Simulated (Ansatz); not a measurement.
# A correction line for HF/def2-TZVPP: vertical ionisation energy

The vertical ionisation energy (cation less neutral) in eV of 6 molecular compounds of S: x at HF/def2-TZVPP, y at CCSD(T)/def2-TZVPP. Shapes, held fixed at every level: PBE0-D4/def2-TZVP. Flexible molecules stand in one conformer, not always the lowest. Programs: Ansatz 0.2.0.

| molecule | x (eV) | y (eV) |
| --- | --- | --- |
| C5H12S (ethyl isopropyl sulfide) | 7.22 | 8.32 |
| C5H12S (tert-butyl methyl sulfide) | 7.25 | ? |
| C5H13AlS (SMILES CC(C)[S][Al]([CH3])[CH3]) | 7.70 | 8.83 |
| CH4S2 (methyl hydrodisulfide) | 8.25 | 9.21 |
| CH5Cl3SSiTi (SMILES C[SiH2][S][Ti]([Cl])([Cl])[Cl]) | 8.98 | 9.82 |
| Si2SF6 (SMILES F[Si](F)(F)S[Si](F)(F)F) | 10.69 | 11.54 |

**Question.** Fit y = c + s·x to the known rows and predict y for C5H12S (tert-butyl methyl sulfide).

**Answer.** 
1. Means of the 5 rows: x = 8.5680, y = 9.544.
2. Σ(Δx)² = 7.3443, Σ(Δx·Δy) = 6.7251, so the slope is 6.7251/7.3443 = 0.91569.
3. Intercept: 9.544 − (0.91569) × 8.5680 = 1.698. The largest residual of the fit is 0.10.
4. C5H12S (tert-butyl methyl sulfide): 1.698 + 0.91569 × 7.25 = 8.34 eV.

CCSD(T)/def2-TZVPP gives 8.36 eV, so the prediction is off by -0.02 eV, within the largest residual. Uncorrected, HF/def2-TZVPP misses it by -1.11 eV, and the other rows by 0.98 on average. The line removes about 100 % of this miss. Left out in turn, the other rows are missed by 0.12 eV on average, so much of the error is systematic among these molecules. Cations run unrestricted. Outer-core shells of Ti are correlated, in sets that cover them unevenly.
